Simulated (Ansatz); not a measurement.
Relaxation of the cluster In4N4⁺ with UKS r2SCAN-D4/def2-SVP.

```sh
$ ansatz run in.yaml --threads 6 --pin off --events-out ev --progress --plain --max-ram 7833MiB
```

```yaml
crystal:
  periodic: [false, false, false]
  atoms:
    - {symbol: In, position_ang: [-1.730740, 0.566580, 1.149690]}
    - {symbol: In, position_ang: [-1.775230, 0.576410, -2.074670]}
    - {symbol: In, position_ang: [1.092780, 1.125540, -1.496790]}
    - {symbol: In, position_ang: [0.309950, -1.596210, 1.759320]}
    - {symbol: N, position_ang: [0.574260, -1.121700, -0.639240]}
    - {symbol: N, position_ang: [-0.610830, -0.822850, -0.524480]}
    - {symbol: N, position_ang: [0.610980, 0.982790, 1.079990]}
    - {symbol: N, position_ang: [1.528840, 0.289440, 0.746190]}
basis:
  gaussian: {orbitals: def2-SVP}
total_charge: 1
magnetization: {spin_polarized: true, initial_magnetization: 1}
hamiltonian: {xc: r2scan, dispersion: d4}
scf: {lower_state_search: "off"}
output: {orbitals: {seedname: orbitals}}
relax: {f_tol: 0.03, max_steps: 70}
```

Hardware: 6 threads of Intel Xeon on a shared host. Wall time 6.6 min.

Positions (Å) and forces (eV/Å) at steps 1, 2, 3, 4, 5, 6, 7, 8, 9, 10, 11, 12, 13, 14, 15, 16, 17, 18, 19, 20, 21, 22, 23, 24, 25, 26, 27, 28, 29, 30, 31, 32, 33, 34, 35 of 39:

```xyz
8
step=1 energy=-26649.9575 eV
In   -1.731    0.567    1.150   -0.601    0.559    0.135
In   -1.775    0.576   -2.075   -1.093    0.065   -0.912
In    1.093    1.126   -1.497    0.721    0.649   -0.611
In    0.310   -1.596    1.759    0.304   -1.400    1.151
N     0.574   -1.122   -0.639   -2.417   -0.164   -0.534
N    -0.611   -0.823   -0.524    2.158   -0.763   -0.324
N     0.611    0.983    1.080    2.070   -0.894   -0.206
N     1.529    0.289    0.746   -1.142    1.947    1.301
8
step=2 energy=-26650.6818 eV
In   -1.770    0.647    1.154   -0.081    0.205   -0.151
In   -1.925    0.549   -2.197   -0.395   -0.025   -0.325
In    1.190    1.180   -1.533    0.143    0.218   -0.335
In    0.376   -1.748    1.847    0.065   -0.435    0.297
N     0.540   -1.151   -0.674   -1.913    0.153   -0.208
N    -0.614   -0.819   -0.542    1.679   -0.500   -0.080
N     0.650    1.011    1.136    1.199   -0.915   -0.067
N     1.553    0.330    0.809   -0.698    1.299    0.869
8
step=3 energy=-26651.0146 eV
In   -1.780    0.743    1.078    0.034   -0.061   -0.202
In   -2.081    0.494   -2.299   -0.140    0.052   -0.096
In    1.236    1.228   -1.566   -0.122    0.053   -0.154
In    0.416   -1.861    1.896   -0.085   -0.107    0.061
N     0.472   -1.189   -0.747    0.103   -0.203   -0.224
N    -0.625   -0.832   -0.553   -0.012    0.152    0.295
N     0.711    0.990    1.275    0.337   -0.125   -0.007
N     1.651    0.428    0.915   -0.115    0.239    0.329
8
step=4 energy=-26651.1514 eV
In   -1.763    0.744    0.948   -0.057   -0.145   -0.178
In   -2.151    0.532   -2.369   -0.029    0.049    0.071
In    1.083    1.279   -1.684   -0.084   -0.048   -0.054
In    0.349   -1.998    1.984   -0.156    0.153   -0.167
N     0.484   -1.225   -0.760    0.117   -0.075   -0.138
N    -0.579   -0.826   -0.511    0.021    0.011    0.291
N     0.813    1.013    1.362    0.851   -0.343   -0.113
N     1.764    0.482    1.031   -0.662    0.396    0.288
8
step=5 energy=-26651.2539 eV
In   -1.766    0.700    0.848   -0.145   -0.100   -0.027
In   -2.222    0.559   -2.407    0.052    0.016    0.160
In    0.964    1.292   -1.784   -0.084   -0.114   -0.060
In    0.230   -2.046    1.993   -0.157    0.120   -0.148
N     0.504   -1.265   -0.809   -0.206    0.139    0.115
N    -0.529   -0.851   -0.462    0.366   -0.108   -0.119
N     0.950    1.068    1.488   -0.142    0.181    0.149
N     1.869    0.543    1.133    0.316   -0.133   -0.069
8
step=6 energy=-26651.3250 eV
In   -1.826    0.611    0.797   -0.123   -0.006    0.028
In   -2.281    0.573   -2.400    0.029   -0.026    0.146
In    0.870    1.260   -1.898   -0.019   -0.107   -0.007
In    0.065   -2.062    1.953   -0.087    0.046   -0.063
N     0.544   -1.272   -0.829   -0.470    0.245    0.212
N    -0.483   -0.854   -0.458    0.609   -0.175   -0.334
N     1.097    1.131    1.586   -0.388    0.255    0.185
N     2.014    0.614    1.248    0.448   -0.232   -0.166
8
step=7 energy=-26651.3401 eV
In   -1.860    0.542    0.838   -0.087    0.097   -0.177
In   -2.298    0.550   -2.313   -0.061   -0.037    0.061
In    0.863    1.172   -1.956    0.089    0.024   -0.020
In   -0.088   -2.008    1.852    0.081   -0.256    0.192
N     0.599   -1.259   -0.839   -0.252    0.124    0.068
N    -0.436   -0.830   -0.503    0.194    0.028   -0.120
N     1.148    1.170    1.639    0.472   -0.248   -0.143
N     2.072    0.663    1.282   -0.436    0.268    0.139
8
step=8 energy=-26651.3639 eV
In   -1.879    0.547    0.804   -0.043    0.059   -0.065
In   -2.323    0.533   -2.295   -0.035   -0.030    0.014
In    0.863    1.175   -1.992    0.055    0.021   -0.008
In   -0.120   -2.055    1.863    0.019   -0.130    0.075
N     0.598   -1.257   -0.848   -0.074    0.068    0.032
N    -0.423   -0.809   -0.508    0.053    0.002   -0.026
N     1.180    1.163    1.691    0.184   -0.088   -0.053
N     2.103    0.702    1.285   -0.160    0.099    0.033
8
step=9 energy=-26651.3754 eV
In   -1.901    0.549    0.779   -0.011    0.041    0.040
In   -2.341    0.503   -2.274   -0.015   -0.031   -0.029
In    0.859    1.189   -2.019    0.032    0.009    0.017
In   -0.209   -2.141    1.862   -0.011   -0.019   -0.003
N     0.625   -1.233   -0.824   -0.016    0.035    0.005
N    -0.395   -0.780   -0.492    0.013   -0.033   -0.009
N     1.228    1.171    1.725    0.507   -0.265   -0.252
N     2.133    0.742    1.244   -0.500    0.264    0.231
8
step=10 energy=-26651.3742 eV rejected
In   -1.839    0.678    0.778   -0.078   -0.105   -0.059
In   -2.329    0.309   -2.318    0.040    0.035    0.103
In    0.815    1.266   -1.929    0.019   -0.013   -0.037
In   -0.318   -2.159    1.835   -0.007   -0.006    0.041
N     0.634   -1.154   -0.833   -0.017   -0.099    0.047
N    -0.403   -0.771   -0.458    0.026    0.172   -0.082
N     1.277    1.020    1.778   -0.019   -0.008    0.061
N     2.162    0.811    1.146    0.037    0.023   -0.074
8
step=11 energy=-26651.3871 eV
In   -1.905    0.580    0.790   -0.006   -0.002   -0.003
In   -2.318    0.434   -2.273   -0.008   -0.009   -0.001
In    0.871    1.210   -1.972    0.023   -0.006    0.003
In   -0.270   -2.172    1.838   -0.011   -0.002   -0.009
N     0.623   -1.210   -0.807   -0.030    0.017    0.005
N    -0.405   -0.766   -0.482    0.028    0.000    0.018
N     1.259    1.126    1.744    0.188   -0.102   -0.100
N     2.144    0.798    1.163   -0.184    0.104    0.088
8
step=12 energy=-26651.3962 eV
In   -1.925    0.583    0.804    0.013   -0.015   -0.039
In   -2.307    0.417   -2.274    0.008   -0.005    0.023
In    0.892    1.202   -1.966    0.015   -0.011    0.001
In   -0.310   -2.191    1.823   -0.008    0.002   -0.008
N     0.627   -1.201   -0.784    0.008    0.006   -0.014
N    -0.398   -0.746   -0.463   -0.046    0.014    0.039
N     1.279    1.064    1.765    0.231   -0.091   -0.149
N     2.141    0.871    1.095   -0.222    0.099    0.147
8
step=13 energy=-26651.3887 eV rejected
In   -1.907    0.574    0.788   -0.139    0.079    0.144
In   -2.307    0.391   -2.268    0.053   -0.012   -0.020
In    0.917    1.197   -2.001   -0.101   -0.080    0.087
In   -0.411   -2.246    1.826    0.026   -0.013    0.045
N     0.629   -1.136   -0.798   -0.198   -0.116    0.137
N    -0.408   -0.766   -0.400    0.362    0.149   -0.385
N     1.342    0.974    1.806    0.075   -0.054   -0.038
N     2.145    1.012    1.046   -0.077    0.048    0.030
8
step=14 energy=-26651.4050 eV
In   -1.929    0.585    0.802   -0.003   -0.002   -0.009
In   -2.306    0.407   -2.269    0.020   -0.004    0.010
In    0.905    1.186   -1.975    0.006   -0.003   -0.002
In   -0.332   -2.198    1.819   -0.005    0.011   -0.014
N     0.621   -1.194   -0.792   -0.009    0.003    0.016
N    -0.397   -0.734   -0.452   -0.020   -0.008    0.004
N     1.301    1.007    1.795    0.169   -0.061   -0.109
N     2.138    0.941    1.072   -0.158    0.065    0.103
8
step=15 energy=-26651.4071 eV
In   -1.946    0.563    0.806   -0.039    0.045    0.012
In   -2.300    0.399   -2.264    0.033   -0.005   -0.009
In    0.925    1.185   -1.993   -0.065   -0.059    0.057
In   -0.381   -2.203    1.804    0.029   -0.063    0.072
N     0.619   -1.173   -0.787    0.049   -0.094    0.008
N    -0.410   -0.753   -0.431   -0.002    0.186   -0.128
N     1.347    0.970    1.816    0.132   -0.058   -0.102
N     2.146    1.012    1.049   -0.137    0.047    0.089
8
step=16 energy=-26651.4201 eV
In   -1.965    0.564    0.781   -0.044    0.046    0.029
In   -2.299    0.404   -2.287    0.021   -0.013   -0.017
In    0.906    1.191   -1.981   -0.024   -0.019    0.032
In   -0.347   -2.156    1.843    0.022   -0.025    0.043
N     0.623   -1.162   -0.774   -0.040   -0.051    0.025
N    -0.412   -0.741   -0.435    0.065    0.072   -0.113
N     1.354    0.858    1.805    0.268   -0.013   -0.196
N     2.141    1.043    1.047   -0.268    0.003    0.196
8
step=17 energy=-26651.4150 eV rejected
In   -1.982    0.578    0.758   -0.015    0.034    0.015
In   -2.294    0.406   -2.317    0.002   -0.011   -0.007
In    0.891    1.189   -1.969    0.021    0.029    0.005
In   -0.319   -2.112    1.877    0.014    0.026    0.017
N     0.612   -1.176   -0.766    0.059   -0.039   -0.026
N    -0.420   -0.732   -0.452   -0.053   -0.001    0.017
N     1.425    0.714    1.840    1.661    0.974   -2.041
N     2.086    1.133    1.029   -1.690   -1.012    2.020
8
step=18 energy=-26651.4301 eV
In   -1.974    0.578    0.763   -0.022    0.023    0.018
In   -2.299    0.403   -2.308    0.012   -0.011   -0.012
In    0.890    1.200   -1.972    0.005    0.004    0.003
In   -0.293   -2.102    1.874   -0.002    0.004    0.017
N     0.618   -1.167   -0.778   -0.028   -0.013    0.010
N    -0.416   -0.732   -0.450    0.023   -0.001   -0.037
N     1.364    0.789    1.826    0.019   -0.086    0.037
N     2.110    1.031    1.045   -0.008    0.080   -0.038
8
step=19 energy=-26651.4383 eV
In   -1.981    0.587    0.756   -0.005    0.013    0.005
In   -2.293    0.399   -2.319    0.008   -0.007   -0.009
In    0.888    1.206   -1.968    0.008    0.009    0.002
In   -0.281   -2.079    1.891   -0.002    0.016    0.016
N     0.611   -1.172   -0.776   -0.036    0.009    0.005
N    -0.421   -0.731   -0.455    0.028   -0.022   -0.011
N     1.391    0.712    1.831    0.713    0.280   -0.770
N     2.086    1.078    1.041   -0.715   -0.298    0.762
8
step=20 energy=-26651.4101 eV rejected
In   -1.984    0.595    0.752   -0.003    0.027    0.009
In   -2.287    0.391   -2.325    0.005   -0.006   -0.012
In    0.895    1.200   -1.971   -0.009    0.008    0.023
In   -0.312   -2.082    1.893    0.026    0.008    0.038
N     0.606   -1.174   -0.771   -0.063    0.007    0.016
N    -0.427   -0.735   -0.450    0.085   -0.002   -0.047
N     1.471    0.622    1.837    1.695    1.644   -2.441
N     2.039    1.183    1.035   -1.737   -1.686    2.414
8
step=21 energy=-26651.4471 eV
In   -1.981    0.593    0.737   -0.011    0.002    0.007
In   -2.290    0.384   -2.345    0.012    0.007    0.008
In    0.871    1.237   -1.929    0.004    0.017   -0.026
In   -0.267   -2.040    1.935   -0.014    0.031    0.002
N     0.605   -1.169   -0.796   -0.088    0.025    0.038
N    -0.429   -0.742   -0.463    0.102   -0.062   -0.025
N     1.412    0.660    1.823    0.381    0.141   -0.413
N     2.079    1.077    1.039   -0.386   -0.160    0.409
8
step=22 energy=-26651.4546 eV
In   -1.982    0.592    0.736    0.004    0.001   -0.012
In   -2.285    0.386   -2.348    0.014    0.007    0.007
In    0.870    1.255   -1.938   -0.020   -0.005   -0.003
In   -0.272   -2.015    1.960   -0.004    0.008    0.022
N     0.612   -1.168   -0.799   -0.206    0.067    0.068
N    -0.423   -0.750   -0.462    0.219   -0.065   -0.080
N     1.431    0.603    1.816    0.378    0.231   -0.459
N     2.049    1.098    1.036   -0.385   -0.245    0.456
8
step=23 energy=-26651.4623 eV
In   -1.933    0.612    0.707   -0.031    0.032    0.073
In   -2.292    0.386   -2.342    0.011    0.006   -0.030
In    0.824    1.284   -1.982   -0.002    0.014   -0.003
In   -0.278   -1.981    2.029   -0.020    0.001    0.019
N     0.612   -1.200   -0.856   -0.255    0.136    0.116
N    -0.392   -0.759   -0.472    0.298   -0.182   -0.154
N     1.438    0.509    1.806    0.276    0.272   -0.296
N     2.020    1.149    1.110   -0.278   -0.277    0.275
8
step=24 energy=-26651.4730 eV
In   -1.950    0.575    0.723    0.068   -0.032   -0.096
In   -2.264    0.412   -2.376    0.009    0.016    0.055
In    0.786    1.377   -1.933   -0.008    0.011   -0.007
In   -0.344   -1.944    2.150   -0.004   -0.003    0.032
N     0.652   -1.219   -0.880   -0.346    0.168    0.113
N    -0.350   -0.807   -0.485    0.299   -0.161   -0.108
N     1.465    0.475    1.758    0.141    0.181   -0.175
N     2.005    1.130    1.044   -0.159   -0.179    0.186
8
step=25 energy=-26651.4835 eV
In   -1.889    0.523    0.696   -0.041    0.050   -0.032
In   -2.248    0.457   -2.415    0.008    0.011    0.097
In    0.729    1.491   -1.905   -0.003   -0.010   -0.004
In   -0.411   -1.907    2.329    0.003    0.012    0.032
N     0.679   -1.242   -0.931   -0.306    0.131    0.079
N    -0.312   -0.866   -0.497    0.374   -0.203   -0.201
N     1.494    0.420    1.725    0.251    0.479   -0.462
N     1.958    1.124    0.998   -0.285   -0.470    0.491
8
step=26 energy=-26651.4999 eV
In   -1.856    0.483    0.700    0.040   -0.034   -0.104
In   -2.236    0.507   -2.422    0.007    0.013    0.119
In    0.683    1.593   -1.870    0.006   -0.005   -0.023
In   -0.466   -1.852    2.509    0.004    0.045    0.034
N     0.727   -1.277   -1.033   -0.595    0.209    0.232
N    -0.250   -0.949   -0.548    0.584   -0.221   -0.301
N     1.450    0.428    1.717    0.557    0.755   -0.937
N     1.949    1.067    0.946   -0.602   -0.763    0.980
8
step=27 energy=-26651.5260 eV
In   -1.793    0.455    0.680    0.030   -0.080   -0.053
In   -2.232    0.554   -2.423   -0.022   -0.008    0.110
In    0.626    1.687   -1.873    0.056    0.014   -0.029
In   -0.515   -1.794    2.689   -0.013    0.073    0.010
N     0.757   -1.326   -1.140   -0.954    0.321    0.497
N    -0.191   -1.020   -0.595    0.942   -0.308   -0.575
N     1.443    0.376    1.702    0.292    0.509   -0.545
N     1.904    1.069    0.960   -0.331   -0.520    0.586
8
step=28 energy=-26651.5351 eV
In   -1.699    0.421    0.653   -0.011   -0.144    0.068
In   -2.250    0.616   -2.373   -0.060   -0.019    0.009
In    0.598    1.741   -1.918    0.095    0.027   -0.021
In   -0.519   -1.726    2.867   -0.048    0.113   -0.049
N     0.781   -1.384   -1.295   -1.554    0.507    0.956
N    -0.144   -1.093   -0.700    1.550   -0.460   -0.989
N     1.369    0.377    1.740   -0.748   -1.085    1.162
N     1.864    1.049    1.026    0.777    1.060   -1.136
8
step=29 energy=-26651.5833 eV
In   -1.713    0.335    0.657    0.053   -0.073   -0.024
In   -2.245    0.670   -2.355   -0.062   -0.007   -0.002
In    0.602    1.811   -1.910    0.044    0.038    0.011
In   -0.537   -1.591    3.013   -0.028    0.031    0.011
N     0.806   -1.418   -1.406   -0.174    0.050    0.069
N    -0.094   -1.166   -0.789    0.173   -0.029   -0.057
N     1.367    0.308    1.742   -0.093   -0.082    0.105
N     1.813    1.051    1.048    0.086    0.072   -0.112
8
step=30 energy=-26651.5876 eV
In   -1.666    0.267    0.643    0.023   -0.093    0.023
In   -2.241    0.716   -2.369   -0.064   -0.043    0.038
In    0.563    1.910   -1.883    0.072    0.021    0.016
In   -0.598   -1.530    3.190   -0.025    0.093   -0.077
N     0.830   -1.431   -1.509   -0.944    0.204    0.735
N    -0.029   -1.231   -0.811    0.940   -0.154   -0.763
N     1.341    0.304    1.743    0.220    0.339   -0.352
N     1.800    0.995    0.997   -0.222   -0.367    0.380
8
step=31 energy=-26651.6053 eV
In   -1.655    0.185    0.623    0.010   -0.031    0.029
In   -2.257    0.704   -2.357   -0.027   -0.015    0.029
In    0.550    1.943   -1.866    0.024    0.015    0.014
In   -0.611   -1.384    3.327   -0.033    0.054   -0.080
N     0.842   -1.413   -1.626   -0.238    0.066    0.149
N     0.002   -1.214   -0.917    0.261   -0.078   -0.140
N     1.326    0.259    1.787    0.065    0.094   -0.102
N     1.804    0.921    1.030   -0.062   -0.104    0.103
8
step=32 energy=-26651.6094 eV
In   -1.668    0.166    0.619    0.061   -0.053    0.054
In   -2.272    0.715   -2.344   -0.003   -0.016    0.003
In    0.531    1.982   -1.849    0.006    0.010    0.008
In   -0.639   -1.308    3.371   -0.034    0.034   -0.061
N     0.845   -1.431   -1.704   -0.424    0.108    0.423
N     0.084   -1.241   -0.908    0.397   -0.088   -0.425
N     1.327    0.217    1.781    0.027    0.091   -0.069
N     1.792    0.899    1.034   -0.030   -0.086    0.066
8
step=33 energy=-26651.6024 eV rejected
In   -1.655    0.174    0.617    0.028   -0.014    0.048
In   -2.277    0.677   -2.344    0.009   -0.002   -0.004
In    0.522    1.972   -1.841    0.004    0.005   -0.001
In   -0.654   -1.329    3.324   -0.012    0.020   -0.009
N     0.832   -1.400   -1.687   -0.300    0.078    0.297
N     0.075   -1.206   -0.888    0.294   -0.090   -0.315
N     1.323    0.284    1.829    0.652    0.701   -1.157
N     1.834    0.828    0.991   -0.676   -0.697    1.140
8
step=34 energy=-26651.6148 eV
In   -1.635    0.161    0.626    0.014   -0.017    0.005
In   -2.266    0.686   -2.336    0.003   -0.008    0.009
In    0.521    1.996   -1.851    0.003    0.006    0.009
In   -0.670   -1.293    3.371   -0.013    0.012   -0.016
N     0.819   -1.430   -1.742   -0.157    0.043    0.156
N     0.087   -1.240   -0.923    0.150   -0.037   -0.155
N     1.329    0.236    1.808    0.054    0.090   -0.093
N     1.815    0.885    1.046   -0.054   -0.089    0.084
8
step=35 energy=-26651.6150 eV
In   -1.626    0.140    0.610   -0.024   -0.008    0.042
In   -2.241    0.646   -2.349    0.004    0.005   -0.005
In    0.489    2.039   -1.768    0.014    0.011   -0.027
In   -0.698   -1.237    3.383   -0.003    0.000    0.006
N     0.791   -1.424   -1.774    0.021   -0.015   -0.027
N     0.092   -1.255   -0.925   -0.004    0.014    0.006
N     1.331    0.249    1.799    0.058    0.043   -0.056
N     1.862    0.843    1.023   -0.067   -0.047    0.060
```

In the def2 sets In takes a core potential; there is no spin–orbit coupling. The structure comes from a short search, and lower isomers may exist.
